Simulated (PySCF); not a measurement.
How methods differ on the ionisation energy of Mg²⁺

Mg²⁺ [Ne] → Mg³⁺ [He] 2s2 2p5 [2p1/2^2 2p3/2^3, M_J = 3/2], as a difference of total energies. Computed with PySCF 2.14 in an uncontracted even-tempered set (20 s from 0.12 bohr⁻², ratio 2.4; 13 p from 0.16 bohr⁻², ratio 2.4; 6 d from 2.8 bohr⁻², ratio 2.6; 5 f from 4.2 bohr⁻², ratio 2.6), with the two-component X2C-1e Hamiltonian. Correlated levels: nothing frozen; the 36 highest virtual spinors dropped. "Screened" scales the spin-orbit matrix elements by Boettger's factors to mimic the two-electron term; Breit and QED terms are absent.

| method | ionisation energy (eV) |
| --- | --- |
| GHF (spin-free) | 78.560 |
| GMP2 (spin-free) | 80.100 |
| GHF (screened spin-orbit) | 78.460 |
| GMP2 (screened spin-orbit) | 80.000 |

Question: How much does correlation contribute at GMP2 (screened spin-orbit)?

Answer: 80.000 − (78.460) = 1.540 eV, measured against GHF (screened spin-orbit).

For comparison: 80.144 eV (measured; NIST Atomic Spectra Database, ionization energies).
